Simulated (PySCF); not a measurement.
One molecule, one basis, several functionals.

C₅H₁₀Si.
InChI=1S/C5H10Si/c1-4-6-5(2)3/h4H,1-2,6H2,3H3

Torsions of this conformer, `[CH2:1]=[CH:2][SiH2:3][C:4](=[CH2:5])[CH3:6]`: C1–C2–Si3–C4 -115°, C2–Si3–C4–C5 -120°.

PySCF, def2-SVPD basis, density fitting, gas phase, PBE0-D3(BJ)/def2-SVP geometry; singlet excitations by full TDDFT with frozen cores, triplets by Tamm–Dancoff TDDFT and ionisation energies by ΔSCF, from the lowest of the holes tried. One functional is left out:

```json
{"functional": "LDA", "exact exchange (%)": "0", "HOMO energy (eV)": "-6.54", "LUMO energy (eV)": "-1.81", "lowest singlet excitation (eV)": "4.87", "lowest triplet excitation (eV)": "4.38", "dipole moment (D)": "0.886", "mean polarisability (au)": "95.3", "vertical ionisation energy (eV)": "9.35"}
{"functional": "PBE", "exact exchange (%)": "0", "HOMO energy (eV)": "-6.40", "LUMO energy (eV)": "-1.59", "lowest singlet excitation (eV)": "4.94", "lowest triplet excitation (eV)": "4.19", "dipole moment (D)": "0.867", "mean polarisability (au)": "93.7", "vertical ionisation energy (eV)": "9.19"}
{"functional": "PBE0", "exact exchange (%)": "25", "HOMO energy (eV)": "-7.50", "LUMO energy (eV)": "-0.60", "lowest singlet excitation (eV)": "5.94", "lowest triplet excitation (eV)": "4.12", "dipole moment (D)": "0.851", "mean polarisability (au)": "90.7", "vertical ionisation energy (eV)": "9.34"}
{"functional": "BHandHLYP", "exact exchange (%)": "50", "HOMO energy (eV)": "-8.43", "LUMO energy (eV)": "0.49", "lowest singlet excitation (eV)": "6.58", "lowest triplet excitation (eV)": "4.06", "dipole moment (D)": "0.807", "mean polarisability (au)": "88.7", "vertical ionisation energy (eV)": "9.30"}
```

Predict the row of B3LYP (20 % exact exchange) by straight lines through the other rows, and check it.

```tsv
property	line	computed	computed − line	PBE0 (25 %), for comparison
HOMO energy (eV)	-7.27	-7.27	0.00	-7.50
LUMO energy (eV)	-0.82	-0.81	+0.01	-0.60
lowest singlet excitation (eV)	5.63	5.75	+0.12	5.94
lowest triplet excitation (eV)	4.18	4.21	+0.03	4.12
dipole moment (D)	0.851	0.824	-0.027	0.851
mean polarisability (au)	92.0	91.3	-0.7	90.7
vertical ionisation energy (eV)	9.30	9.31	+0.01	9.34
```

Which of these properties follows the share of exact exchange most closely, and which least?

Most closely the HOMO energy, least the vertical ionisation energy; the correlations over the tabulated rows are HOMO energy -0.998, LUMO energy 0.996, lowest singlet excitation 0.992, mean polarisability -0.964, dipole moment -0.964, lowest triplet excitation -0.808, vertical ionisation energy 0.261. The HOMO energy moves by -0.394 eV for every 10 %. Functionals with the same share still differ in their other parts: at 0 % LDA and PBE differ by 0.14 eV in it.
